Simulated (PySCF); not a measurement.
## Gas-phase XPS of `[BH3-][P+](F)(F)P`, computed

Compound: BF2H5P2.
Atom-mapped SMILES: `[BH3-:1][P+:2]([F:3])([F:4])[PH2:5]`

Level of theory: delta-SCF UKS SCAN, pcX-2 on the ionised atom, pcseg-1 elsewhere, spin-free X2C (PySCF 2.14.0). These are vertical core ionisation energies against the vacuum level, from separate self-consistent calculations with and without the core hole.

Task: Give the core binding energies atom by atom.

Result: 
```csv
atom(s),bonded to,level,binding energy (eV),2p1/2 (eV),above the level's lowest (eV),count
P5,2 H and P,P 2p3/2,137.79,138.68,0.00,1
B1,3 H and P,B 1s,194.11,–,0.00,1
F3/F4,P,F 1s,693.75,–,0.00,2
P5,2 H and P,P 1s,2151.32,–,0.00,1
P2,"2 F, P and B",P 1s,2154.38,–,+3.06,1
```

Lowest listed P 1s: P5, bonded to 2 H and P. Highest, 3.06 eV above it: P2, bonded to 2 F, P and B. Summing the Pauling electronegativity differences to the bonded atoms, each weighted by its formal bond order, gives +0.02 for the lowest site and +3.43 for the highest.

Task: Which photon wavelength matches the P 2p3/2 of P5 threshold?

Result: λ = hc/E = 12398.42 eV Å / 137.79 eV = 89.981 Å.

Atoms equivalent by their bonding share one computed value, that of the first of them. The list is incomplete; no value stands for P 2p of P2. Spin–orbit coupling isn't in the SCF: each 2p doublet comes from a relaxed spin-free hole plus a matrix of the shell (mean-field spin–orbit coupling and the ground-state 2p splitting), with 2p3/2 averaged over its two sublevels. 2p1/2 minus 2p3/2 (ligand field included): P 0.89 eV. One conformer (not necessarily the lowest) at the PBE0-D3(BJ)/def2-SVP geometry, without solvent, vibrations or thermal averaging.

The values belong to the conformer `[BH3-:1][P+:2]([F:3])([F:4])[PH2:5]`: H–P5–P2–B1 -47°, H–P5–P2–B1 46°.
